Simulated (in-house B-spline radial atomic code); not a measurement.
A fraction x of an electron is removed from 3d in Cr IV (Cr3+), starting from [Ar] 3d3 and keeping the highest spin. All numbers are computed (non-relativistic BLYP, spin-polarised, spherical fractional occupations; point nucleus) with an all-electron radial atomic-structure program (B-spline basis), not measured.

```csv
x,E(x) - E(0) (eV),3d up level (eV)
0,0.0000,-40.523
0.05,2.0482,-41.408
0.16,6.7112,-43.377
0.35,15.2807,-46.842
0.45,20.0575,-48.698
0.5,22.5158,-49.635
0.61,28.0897,-51.714
0.63,29.1278,-52.095
0.82,39.3722,-55.754
0.98,48.5432,-58.893
1,49.7250,-59.289
```

The exact functional would give a straight line between the two integer points. Deviations E(x) - E(0) - x[E(1) - E(0)], in eV: -0.438 at x = 0.05, -1.245 at x = 0.16, -2.123 at x = 0.35, -2.319 at x = 0.45, -2.347 at x = 0.5, -2.243 at x = 0.61, -2.199 at x = 0.63, -1.402 at x = 0.82, -0.187 at x = 0.98.

The curve lies below the straight line by up to 2.347 eV (at x = 0.5): convex, the delocalisation error that favours fractional charges.

Q: How well does Slater's transition state (minus the level at half occupation) give the ionisation energy?

A: It gives 49.635 eV against 49.725 eV from the two total energies; NIST lists 49.16 eV, ground level to ground level.
